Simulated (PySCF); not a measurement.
1,1,1-trifluoroethane, SMILES CC(F)(F)F (CAM-B3LYP/def2-SVP optimised geometry):

```
8

C     -0.813     0.105     0.000
C      0.686     0.105     0.000
F      1.178     0.728     1.078
F      1.179     0.727    -1.078
F      1.178    -1.139     0.000
H     -1.178    -0.412     0.896
H     -1.178    -0.412    -0.896
H     -1.179     1.139     0.000
```

Level of theory: CAM-B3LYP/def2-TZVP (PySCF 2.14.0).

What are the frontier orbital energies and the dipole moment?

HOMO-2 -13.12 eV, HOMO-1 -13.12 eV, HOMO -12.45 eV, LUMO 2.10 eV, LUMO+1 3.58 eV; dipole moment 2.30 D.

On the same geometry PBE/def2-TZVP (PySCF) gives HOMO-2 -9.62 eV, HOMO-1 -9.43 eV, HOMO -9.08 eV, LUMO 0.62 eV, LUMO+1 1.75 eV; dipole moment 2.10 D.

Meta-Löwdin charges at CAM-B3LYP/def2-TZVP: C1 -0.37, C2 0.80, F3 -0.28, F4 -0.28, F5 -0.28, H6 0.14, H7 0.14, H8 0.14.
